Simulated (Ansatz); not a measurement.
Ligand exchange: GeH3Cl + C2H8Si2 → SiH3(GeH3) + C2H5ClSi

Species: GeH3Cl (chlorogermane) `[Cl][GeH3]`, singlet; C2H8Si2 `C=C[SiH2][SiH3]`, singlet; SiH3(GeH3), singlet; C2H5ClSi `C=C[SiH2]Cl`, singlet. The partners trade Cl for SiH3: Ge–Cl and Si–SiH3 bonds give way to Ge–SiH3 and Si–Cl.

Shapes, held fixed at every level: PBE0-D4/def2-TZVP. Flexible molecules stand in one conformer, not always the lowest. Programs: Ansatz 0.2.0. The zero-point and thermal change to 298 K, harmonic and unscaled (PBE0-D4/def2-TZVP), is +0.6 kJ/mol.

| level | kind | ΔH(298 K) (kJ/mol) | less CCSD(T)/def2-TZVPP |
| --- | --- | --- | --- |
| HF/def2-SVP | Hartree–Fock | -38.2 | +6.0 |
| SPW92/def2-TZVPP | LDA | -45.3 | -1.1 |
| BHLYP-D4/def2-TZVPP | global hybrid | -44.0 | +0.2 |
| r2SCAN0-D4/def2-TZVPP | global hybrid | -45.4 | -1.2 |
| wB97M-V/def2-TZVPP | range-separated hybrid | -48.0 | -3.8 |
| CCSD(T)/def2-SVP | coupled cluster or CI | -38.7 | +5.5 |
| CCSD(T)/def2-TZVPP | coupled cluster or CI | -44.2 | 0.0 |

The highest level, CCSD(T)/def2-TZVPP, gives ΔH(298 K) = -44.2 kJ/mol; the levels span -48.0 to -38.2. The column of differences is taken from that level and isn't an error. No measured value is set beside it here. Relativity is left out for Ge unless named. Correlated rows may include outer-core shells of Ge, which these sets cover unevenly.
